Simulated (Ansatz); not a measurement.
Reaction (hydrogenolysis of a Ge–Si bond): `C[S][GeH2][SiH3]` + H₂ → `C[S][GeH3]` + SiH₄

Computed with Ansatz on PBE0-D4/def2-TZVP structures; ΔE is electronic, products minus reactants. CCSD(T)/CBS adds triple-zeta CCSD(T) − MP2 to the extrapolated MP2 energy (def2 sets, frozen cores). This one scheme is used for every species. DFT in def2-TZVPP. B3LYP here is the variant with VWN-RPA as its local correlation; programs differ in this. For Ge outer-core shells are correlated without core-valence functions, which leaves a few kJ/mol of doubt a bond. Scalar relativity is left out up to krypton. Each species was taken in one conformer, which may not be the lowest.

`C[S][GeH2][SiH3]`:

Z-matrix (Å, degrees):
```
C
S 1 1.813
H 1 1.090 2 111.7
H 1 1.090 2 106.6 3 -118.5
H 1 1.090 2 111.2 3 123.1
Ge 2 2.222 1 99.5 3 -61.9
Si 6 2.384 2 109.9 1 66.9
H 6 1.544 2 108.7 1 -55.3
H 6 1.537 2 105.4 1 -172.4
H 7 1.485 6 109.4 2 66.2
H 7 1.488 6 110.9 2 -173.1
H 7 1.487 6 109.6 2 -53.3
```

H₂:

Cartesian coordinates in Å:
```
H 0.135 0.334 -0.095
H -0.135 -0.334 0.095
```

`C[S][GeH3]`:

```xyz
9

C    -0.354    1.286    0.794
S    -0.927    0.592   -0.780
Ge    0.305   -1.245   -0.825
H    -0.575    0.618    1.626
H    -0.897    2.220    0.940
H     0.714    1.504    0.766
H    -0.056   -1.983   -2.120
H    -0.009   -2.117    0.405
H     1.799   -0.876   -0.806
```

SiH₄:

Z-matrix (Å, degrees):
```
Si
H 1 1.485
H 1 1.485 2 109.5
H 1 1.485 2 109.5 3 -120.0
H 1 1.485 2 109.5 3 120.0
```

Question: Is it downhill or uphill in electronic energy at CCSD(T)/CBS, and by how much? (Estimate.)

Answer: The calculation gave: Nearly level: ΔE = 0.00 eV.

Question: What do these levels give: r2SCAN-D4, ωB97X-V, ωB97M-V, B2PLYP, B3LYP, HF/def2-QZVPP? (An estimate is asked.)

Answer: Computed: r2SCAN-D4 0.03, ωB97X-V -0.06, ωB97M-V -0.05, B2PLYP -0.09, B3LYP -0.13, HF/def2-QZVPP -0.36 eV.

Largest T1 diagnostic among the species: 0.011.

From PBE to PBE0 (25 % exact exchange), in def2-TZVPP and without D4, ΔE moves by −0.05 eV. In def2-TZVPP, CCSD(T) changes the Hartree–Fock value by +0.31 eV (the triples alone add +0.06 eV) and MP2 by +0.35 eV.
